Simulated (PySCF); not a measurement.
C4H9BO, SMILES BCCC(C)=O, singlet, GFN2-xTB optimised geometry.

```
15

B      2.45    -1.19     0.00
C      0.89    -1.19     0.00
C      0.18     0.17     0.00
C     -1.29     0.06    -0.32
C     -2.10     1.29     0.02
O     -1.79    -0.92    -0.82
H      3.02    -2.20     0.16
H      3.06    -0.20    -0.17
H      0.57    -1.73    -0.90
H      0.49    -1.79     0.82
H      0.62     0.82    -0.76
H      0.31     0.67     0.96
H     -3.06     1.27    -0.49
H     -2.27     1.31     1.09
H     -1.56     2.20    -0.25
```

Density from PySCF 2.14.0 with PBE0/def2-TZVP at that geometry.

Minimum of the electron density along straight lines between bonded atoms, close to the bond critical point (lines longer than 1.1 times the sum of covalent radii, or with two minima, are not listed):

```json
[
 {"bond": "B1–C2", "length / Å": "1.563", "ρ at the minimum / e bohr⁻³": "0.190", "∇²ρ there / e bohr⁻⁵": "-0.28", "position (fraction from the first atom)": "0.33"},
 {"bond": "C2–C3", "length / Å": "1.530", "ρ at the minimum / e bohr⁻³": "[?]", "∇²ρ there / e bohr⁻⁵": "[?]", "position (fraction from the first atom)": "0.49"},
 {"bond": "C3–C4", "length / Å": "1.515", "ρ at the minimum / e bohr⁻³": "0.260", "∇²ρ there / e bohr⁻⁵": "-0.68", "position (fraction from the first atom)": "0.49"},
 {"bond": "C4–C5", "length / Å": "1.510", "ρ at the minimum / e bohr⁻³": "0.260", "∇²ρ there / e bohr⁻⁵": "-0.68", "position (fraction from the first atom)": "0.51"},
 {"bond": "C4–O6", "length / Å": "1.205", "ρ at the minimum / e bohr⁻³": "[?]", "∇²ρ there / e bohr⁻⁵": "0.02", "position (fraction from the first atom)": "0.33"},
 {"bond": "B1–H7", "length / Å": "1.169", "ρ at the minimum / e bohr⁻³": "0.193", "∇²ρ there / e bohr⁻⁵": "-0.35", "position (fraction from the first atom)": "0.44"},
 {"bond": "B1–H8", "length / Å": "1.170", "ρ at the minimum / e bohr⁻³": "0.192", "∇²ρ there / e bohr⁻⁵": "-0.34", "position (fraction from the first atom)": "0.44"},
 {"bond": "C2–H9", "length / Å": "1.097", "ρ at the minimum / e bohr⁻³": "0.267", "∇²ρ there / e bohr⁻⁵": "-0.87", "position (fraction from the first atom)": "0.64"},
 {"bond": "C2–H10", "length / Å": "1.094", "ρ at the minimum / e bohr⁻³": "0.271", "∇²ρ there / e bohr⁻⁵": "-0.90", "position (fraction from the first atom)": "0.64"},
 {"bond": "C3–H11", "length / Å": "1.094", "ρ at the minimum / e bohr⁻³": "0.274", "∇²ρ there / e bohr⁻⁵": "-0.92", "position (fraction from the first atom)": "0.64"},
 {"bond": "C3–H12", "length / Å": "1.091", "ρ at the minimum / e bohr⁻³": "0.277", "∇²ρ there / e bohr⁻⁵": "-0.94", "position (fraction from the first atom)": "0.64"},
 {"bond": "C5–H13", "length / Å": "1.087", "ρ at the minimum / e bohr⁻³": "0.281", "∇²ρ there / e bohr⁻⁵": "-0.97", "position (fraction from the first atom)": "0.64"},
 {"bond": "C5–H14", "length / Å": "1.089", "ρ at the minimum / e bohr⁻³": "0.275", "∇²ρ there / e bohr⁻⁵": "-0.93", "position (fraction from the first atom)": "0.64"},
 {"bond": "C5–H15", "length / Å": "1.087", "ρ at the minimum / e bohr⁻³": "0.278", "∇²ρ there / e bohr⁻⁵": "-0.95", "position (fraction from the first atom)": "0.64"}
]
```

### Question
Fill in the missing entries.

### Answer

- C2–C3, ρ at the minimum / e bohr⁻³: 0.242
- C2–C3, ∇²ρ there / e bohr⁻⁵: -0.59
- C4–O6, ρ at the minimum / e bohr⁻³: 0.425
